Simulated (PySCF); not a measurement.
Correlation energy of Pb⁺ (lead, charge +1)

[Xe] 4f14 5d10 6s1 6p2, high-spin 4P determinant (an excited configuration). Calculation: PySCF 2.14, in x2c-TZVPPall with one added diffuse shell each of s, p, d, f type (12s8p7d4f, 99 functions); the spin-free X2C one-electron Hamiltonian (Gaussian nucleus). Frozen: [Xe] 4f14 5d10; 3 electrons correlated.

| level | correlation energy (mhartree) |
| --- | --- |
| CCSD | -8.70 |
| (T) | -0.04 |
| CCSD(T) | -8.74 |

Diagnostics: T1 = 0.0026, D1 = 0.0039, largest double amplitude 0.032.

Spin-orbit coupling is strong in this species (close to jj coupling), so the high-spin LS determinant is a model state, not a physical level.

Cost of the coupled-cluster step: about 8 core-seconds, for 3 correlated electrons.

Iterations:

```
CC2 = 0
CCSD nocc = (np.int64(3), np.int64(0)), nmo = (60, 60)
frozen orbitals [[0, 1, 2, 3, 4, 5, 6, 7, 8, 9, 10, 11, 12, 13, 14, 15, 16, 17, 18, 19, 20, 21, 22, 23, 24, 25, 26, 27, 28, 29, 30, 31, 32, 33, 34, 35, 36, 37, 38], [0, 1, 2, 3, 4, 5, 6, 7, 8, 9, 10, 11, 12, 13, 14, 15, 16, 17, 18, 19, 20, 21, 22, 23, 24, 25, 26, 27, 28, 29, 30, 31, 32, 33, 34, 35, 36, 37, 38]]
max_cycle = 100
direct = 0
conv_tol = 1e-08
conv_tol_normt = 1e-06
diis_space = 8
diis_start_cycle = 0
Init t2, MP2 energy = -0.0062649802119687
Init E_corr(UCCSD) = -0.00626498021257732
cycle = 1  E_corr(UCCSD) = -0.00793022867684541  dE = -0.00166524846  norm(t1,t2) = 0.0186288
cycle = 2  E_corr(UCCSD) = -0.00843694512181635  dE = -0.000506716445  norm(t1,t2) = 0.00665699
cycle = 3  E_corr(UCCSD) = -0.00870452435788043  dE = -0.000267579236  norm(t1,t2) = 0.00254375
cycle = 4  E_corr(UCCSD) = -0.00869907892254345  dE = 5.44543534e-06  norm(t1,t2) = 0.000216069
cycle = 5  E_corr(UCCSD) = -0.00869941426926301  dE = -3.3534672e-07  norm(t1,t2) = 1.68316e-05
cycle = 6  E_corr(UCCSD) = -0.00869937543833776  dE = 3.88309252e-08  norm(t1,t2) = 2.65098e-06
cycle = 7  E_corr(UCCSD) = -0.00869939306489904  dE = -1.76265613e-08  norm(t1,t2) = 2.92025e-07
cycle = 8  E_corr(UCCSD) = -0.00869939084761271  dE = 2.21728633e-09  norm(t1,t2) = 4.33656e-08
UCCSD converged
E(UCCSD) = -20879.4199627385  E_corr = -0.00869939084761271
UCCSD(T) correction = -4.48686927677854e-05
```

Spin-orbit coupling is strong in this species, so the high-spin LS determinant is a model state.
